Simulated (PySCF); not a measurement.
# How methods differ on the ionisation energy of Br²⁺

Br²⁺ [Ar] 3d10 4s2 4p3 (4S) → Br³⁺ [Ar] 3d10 4s2 4p2 (3P), as a difference of total energies. Calculation: PySCF 2.14, in cc-pVDZ-PP with ECP10MDF; a scalar-relativistic core potential. Correlated levels: valence: 3s2 3p6 3d10 frozen. The calculations carry no spin-orbit coupling.

| method | ionisation energy (eV) |
| --- | --- |
| UHF | 34.613 |
| PBE | 35.018 |
| MN15 | 34.825 |
| MP2 (valence) | 34.968 |
| SCS-MP2 (valence) | 34.848 |
| CCSD (valence) | 34.918 |
| CCSD(T) (valence) | 34.920 |

Q: How much does correlation contribute at CCSD(T) (valence)?

A: 34.920 − (34.613) = 0.307 eV, measured against UHF.

The reference lies between the lowest fine-structure levels, while these numbers refer to the centres of the terms.

Errors of the correlated levels include the incompleteness of this basis and the frozen core.

For comparison: 34.871 ± 0.019 eV (measured; NIST Atomic Spectra Database, ionization energies).
